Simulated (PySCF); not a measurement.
**Exercise with solution: oscillator strength and radiative lifetime**

CH3FO3W, SMILES C[O][W](=[O])([F])=[O], multiplicity 1.

Geometry optimised at B3LYP-D3(BJ)/def2-SVP. The multiplicity is an assumed one; no other spin state was optimised. The structure was generated by enumeration; whether it is a known compound was not checked. The def2 effective core potentials stand for the cores of W; spin–orbit coupling is left out. The values are those of a single conformer.

TDA-PBE/def2-SVPD in PySCF puts the first singlet state with f over 0.02 at 6.31 eV (vertical), with the transition dipole (-0.254, 0.646, 0.000) in atomic units.

### Question
Find the oscillator strength, the wavelength and the radiative lifetime that this transition would have in vacuum if emission retraced absorption.

### Answer

|μ|² = 0.4818 au, so |μ| = 1.76 D. ΔE = 6.31/27.211 = 0.2319 hartree. f = (2/3) ΔE |μ|² = 0.074 (the program prints 0.075).
λ = 1239.84/6.31 = 196 nm; ν = 50894 cm⁻¹.
Einstein's coefficient A = 0.6670 ν² f s⁻¹ (ν in cm⁻¹) = 1.3e8 s⁻¹, so τ = 1/A = 7.8 ns. This state is S9; the lower singlets have f = 0.007, 0.000, 0.002, 0.000, 0.000, 0.002, 0.000, 0.000. The figure is the radiative limit of this one transition; relaxation, internal conversion, crossing to triplets and a medium change what is measured.
